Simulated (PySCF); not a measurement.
C₈H₁₃ (doublet state).
Structure used (PBE0-D3(BJ)/def2-SVP), in Å, numbered top down from 1:
```xyz
21
C8H13 angstrom
C      2.615   -0.977   -0.138
C      1.797    0.274   -0.433
C      0.337    0.179   -0.134
C     -0.119   -0.490    1.122
C     -1.608   -0.548    1.281
C     -2.467   -0.072    0.374
C     -2.028    0.612   -0.885
C     -0.601    1.149   -0.773
H      2.224   -1.846   -0.690
H      2.607   -1.231    0.933
H      3.666   -0.837   -0.432
H      2.232    1.125    0.139
H      1.922    0.556   -1.493
H      0.323    0.018    2.011
H      0.286   -1.518    1.181
H     -1.991   -1.034    2.185
H     -3.543   -0.187    0.544
H     -2.096   -0.100   -1.729
H     -2.723    1.431   -1.131
H     -0.223    1.448   -1.765
H     -0.630    2.083   -0.169
```

Level of theory: PBE0-D3(BJ)/def2-SVP geometry optimisation, gas phase in PySCF 2.14.0.

Masses are those of the commonest isotopes; rigid-rotor values at the optimised geometry. The values belong to one conformer with, in the numbering `[CH3:1][CH2:2][C:3]1[CH2:4][CH:5]=[CH:6][CH2:7][CH2:8]1`, C1–C2–C3–C4 42°, C2–C3–C4–C5 -178°, C3–C4–C5–C6 1°, C5–C6–C7–C8 -21°, C6–C7–C8–C3 44°.

(1) What are A, B and C (MHz)?

(2) Classify the top.

(3) Is it planar, by Δ = Ic − Ia − Ib?

(4) Give the other two planar moments, Paa and Pbb, and the rms extents of the mass along the axes.

(5) List the rotational levels J(Ka,Kc) to J = 2 (MHz).

(6) Which lines would a microwave search look for?

(7) Estimate the classical rotational partition function at 10 K, 25 K and 100 K.

Results:

(1) Ia = 128.40, Ib = 364.55, Ic = 456.77 u·Å²; 505379 MHz·u·Å²/I gives A = 3936, B = 1386, C = 1106 MHz.

(2) An asymmetric top: κ = (2 × 1386 − 3936 − 1106)/(3936 − 1106) = -0.80.

(3) Not planar: Δ = Ic − Ia − Ib = -36.18 u·Å². For a rigid frame Δ = −2 Σ m c², so Σ m c² = 18.09 u·Å² lies off the ab plane: 10.38 from hydrogen and 7.71 from heavier atoms. The atom farthest from that plane is 1.52 Å away.

(4) Paa = Σ m a² = (Ib + Ic − Ia)/2 = 346.46 and Pbb = Σ m b² = (Ia + Ic − Ib)/2 = 110.31 u·Å². With the mass M = 109.10 u, the rms extents √(P/M) along a, b and c are 1.78, 1.01, 0.41 Å.

(5) Above 0(0,0):
J = 1: 1(0,1) 2493, 1(1,1) 5042, 1(1,0) 5322
J = 2: 2(0,2) 7456, 2(1,2) 9748, 2(1,1) 10588, 2(2,1) 18237, 2(2,0) 18259
Those of J = 1 are B + C, A + C and A + B.

(6) The dipole components are |μa| = 0.30 D, |μb| = 0.14 D, |μc| = 0.16 D. Intensities carry the squares of the components, which stand as 1.00 : 0.21 : 0.28 (a : b : c). Some lines, for components of 0.1 D or more:

```json
{"type": "c", "branch": "Q", "J(Ka,Kc)": "1(1,1) ← 1(0,1)", "MHz": "2550", "lower level (cm⁻¹)": "0.083"}
{"type": "b", "branch": "Q", "J(Ka,Kc)": "2(1,1) ← 2(0,2)", "MHz": "3131", "lower level (cm⁻¹)": "0.249"}
{"type": "b", "branch": "Q", "J(Ka,Kc)": "3(1,2) ← 3(0,3)", "MHz": "3623", "lower level (cm⁻¹)": "0.495"}
{"type": "b", "branch": "Q", "J(Ka,Kc)": "4(1,3) ← 4(0,4)", "MHz": "4347", "lower level (cm⁻¹)": "0.821"}
{"type": "c", "branch": "Q", "J(Ka,Kc)": "4(2,3) ← 4(1,3)", "MHz": "6714", "lower level (cm⁻¹)": "0.966"}
{"type": "a", "branch": "R", "J(Ka,Kc)": "3(0,3) ← 2(0,2)", "MHz": "7392", "lower level (cm⁻¹)": "0.249"}
{"type": "a", "branch": "R", "J(Ka,Kc)": "3(2,1) ← 2(2,0)", "MHz": "7565", "lower level (cm⁻¹)": "0.609"}
{"type": "c", "branch": "R", "J(Ka,Kc)": "2(2,0) ← 1(1,0)", "MHz": "12936", "lower level (cm⁻¹)": "0.178"}
{"type": "c", "branch": "R", "J(Ka,Kc)": "4(2,2) ← 3(1,2)", "MHz": "17516", "lower level (cm⁻¹)": "0.616"}
{"type": "c", "branch": "R", "J(Ka,Kc)": "3(3,0) ← 2(2,0)", "MHz": "20919", "lower level (cm⁻¹)": "0.609"}
{"type": "c", "branch": "R", "J(Ka,Kc)": "4(4,1) ← 3(3,1)", "MHz": "28802", "lower level (cm⁻¹)": "1.307"}
```

(7) Point group C1, symmetry number σ = 1; q = (√π/σ)·√((kT/h)³/(ABC)), k/h = 20836.6 MHz/K: 2170 at 10 K, 8580 at 25 K, 68600 at 100 K.

For this open shell read J as N, the rotation without spin; fine and hyperfine splittings come on top. Stationary, but not proved a minimum. ⟨S²⟩ = 0.755 (exact for a doublet: 0.75). Constants of a rigid frame at the computed geometry: no zero-point averaging, no centrifugal distortion. A rigid rotor knows nothing of internal rotation, which can split or shift real lines.

On one thread of an Arm Neoverse V1, no GPU, shared host, this took 4.0 min wall. These figures are those of the optimisation.
